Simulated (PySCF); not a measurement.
Species: 3-bromo-2-methylpropene, C4H7Br.
Geometry (GFN2-xTB, Å), atoms numbered from 1 in this order:
```xyz
12
C4H7Br angstrom
C     -0.1652    1.5247    0.3507
C     -0.0633    0.2529   -0.0055
C     -1.2102   -0.7073    0.0231
C      1.2393   -0.3200   -0.4535
Br     1.9888   -1.5149    0.9293
H     -1.1006    1.9478    0.6735
H      0.6790    2.1933    0.3311
H     -0.9743   -1.5566    0.6649
H     -2.1100   -0.2272    0.3964
H     -1.4057   -1.0914   -0.9784
H      1.9946    0.4452   -0.6201
H      1.1289   -0.9472   -1.3374
```

Vertical excitations from PySCF (density fitting, frozen core in the response, grid level 2 and gas phase unless stated; continuum runs use non-equilibrium linear response for the excitations) on a GFN2-xTB geometry. Reference run:

```tsv
settings	S1, eV (f)	S2, eV (f)	S3, eV (f)	S4, eV (f)	S5, eV (f)	S6, eV (f)	T1, eV (Tamm–Dancoff)	mean α (au)
PBE0/def2-SVPD, full TDDFT, 6 singlets	5.54 (0.019)	5.61 (0.007)	6.11 (0.186)	6.99 (0.139)	7.18 (0.023)	7.25 (0.002)	4.05	72.8
```

What do these settings give: PBE/pcSseg-0, fitting basis def2-qzvpp-jkfit, start guess atom, TDA, 1 singlet?

| settings | S1, eV (f) | S2, eV (f) | S3, eV (f) | S4, eV (f) | S5, eV (f) | S6, eV (f) | T1, eV (Tamm–Dancoff) | mean α (au) |
| --- | --- | --- | --- | --- | --- | --- | --- | --- |
| PBE/pcSseg-0, fitting basis def2-qzvpp-jkfit, start guess atom, TDA, 1 singlet | 5.06 (0.002) | – | – | – | – | – | – | 51.9 |

S1 moves by -0.48 eV; functional, basis and response scheme change together, so the shift can't be laid on one. States are counted by energy in each run and needn't keep their character from row to row.

Which orbital pairs make up S1 in each run, and how does it sit against the orbital gap?

```
                                                                      settings        S1 configurations (weight)  S1 (eV)  orbital gap (eV)  S1 − gap (eV)
                                        PBE0/def2-SVPD, full TDDFT, 6 singlets  H→L 0.35, H−2→L 0.32, H−1→L 0.31     5.54              6.70          -1.16
PBE/pcSseg-0, fitting basis def2-qzvpp-jkfit, start guess atom, TDA, 1 singlet              H→L 0.67, H−1→L 0.25     5.06              4.73          +0.33
```

 The PBE0/def2-SVPD calculation is non-relativistic and has no spin–orbit coupling, an omission that weighs most on bromine.

One conformer stands for the species.
